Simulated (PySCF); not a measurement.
## C₆ coefficients of unlike pairs at PBE

Calculated with PySCF 2.14 from the dipole response of each species, C₆(A,B) = (3/π) ∫ α_A(iu) α_B(iu) du, in atomic units, from isotropic polarisabilities. For ions this is the dispersion term alone; charge-induced terms of lower order in 1/R come first.

| species | configuration | basis | relativity | α (bohr³) | C₆ (like pair) |
| --- | --- | --- | --- | --- | --- |
| Pb | [Xe] 4f14 5d10 6s2 6p2 (3P) | aug-cc-pVTZ-PP with one added diffuse shell each of d, f type with ECP60MDF (6s5p5d3f) | core potential | 70.01 | 808.5 |
| Se³⁺ | [Ar] 3d10 4s2 4p1 (2P) | aug-cc-pVQZ-PP with ECP10MDF (7s6p5d3f2g) | core potential | 6.490 | 22.30 |
| O⁺ | [He] 2s2 2p3 (4S) | def2-TZVPPD (6s4p3d1f) | none | 2.664 | 5.202 |
| Be | [He] 2s2 (1S) | def2-QZVPPD (7s4p2d1f) | none | 42.53 | 254.0 |

(1) Estimate C₆ for Be with Se³⁺.

No spin-orbit coupling is included, so Pb, close to jj coupling, stand for model states.

The other pairs:

```csv
pair,C₆
"O⁺, Se³⁺",10.59
"Se³⁺, Pb",121.2
"O⁺, Pb",54.33
"Be, Pb",446.7
"Be, O⁺",26.71
```

Results:

(1) The integral gives 61.60. The combination rule 2 C_A C_B / (C_A α_B/α_A + C_B α_A/α_B) gives 61.27 and the geometric mean 75.25.
